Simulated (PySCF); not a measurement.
Frontier orbitals and the lowest excitations

Species: C₆H₈S₂.
SMILES with atom numbers: `[CH2:1]=[C:2]1[CH2:3][CH2:4][C:5](=[S:6])[CH2:7][S:8]1` (hydrogens: H9, H10 on C1; H11, H12 on C3; H13, H14 on C4; H15, H16 on C7)

Computed, not measured: TDDFT PBE0/def2-SVPD, vertical, gas phase, core orbitals frozen in the response in PySCF. Geometry: GFN2-xTB, one conformer, isolated molecule.

Frontier orbitals with the atoms that hold most of them (Löwdin shares over 4%, at most four atoms; ? is withheld):

```
orbital  ε (eV)                           atoms
 HOMO-3   -9.00   S8 29%, C2 26%, C1 16%, C3 8%
 HOMO-2   -8.16    S6 46%, C5 23%, S8 8%, C4 6%
 HOMO-1   -6.65                               ?
   HOMO       ?  S8 31%, S6 28%, C1 14%, C2 10%
   LUMO   -2.35                               ?
 LUMO+1   -0.20   C2 25%, C1 23%, S8 16%, C3 6%
 LUMO+2    0.30    S8 28%, C2 12%, S6 9%, C7 9%
```

Q: Give the leading atoms of the HOMO-1.

A: S6 (bonded to C) 49%; S8 (bonded to 2 C) 14%; C1 (bonded to C and 2 H) 10%; C5 (bonded to 2 C and S) 8%. By element: sulfur 63%, carbon 18% or more.

Q: Which atoms hold the LUMO, and with what shares?

A: S6 (bonded to C) 38%; C5 (bonded to 2 C and S) 38%; S8 (bonded to 2 C) 8%; C4 (bonded to 2 C and 2 H) 5%. By element: sulfur 46%, carbon 43% or more.

Q: What is the HOMO energy, and the HOMO–LUMO gap?

A: ε(HOMO) = -6.34 eV; the gap is 3.99 eV (0.1467 hartree).

Q: The HOMO–LUMO gap is 3.99 eV. Where does the response calculation put the lowest singlet, and from which orbitals?

A: S1 is at 2.43 eV (f = 0.0015), 1.56 eV below the gap, made of HOMO→LUMO (57%), HOMO-1→LUMO (43%). 

Next come S2 at 3.10 eV (f 0.013), HOMO-1→LUMO (57%), HOMO→LUMO (42%); S3 at 5.19 eV (f 0.013), HOMO→LUMO+1 (62%), HOMO→LUMO+2 (22%); S4 at 5.28 eV (f 0.292), HOMO-2→LUMO (82%); S5 at 5.49 eV (f 0.038), HOMO→LUMO+1 (29%), HOMO→LUMO+2 (28%), HOMO-1→LUMO+1 (24%).

Löwdin shares depend on the basis, the more so with diffuse functions.
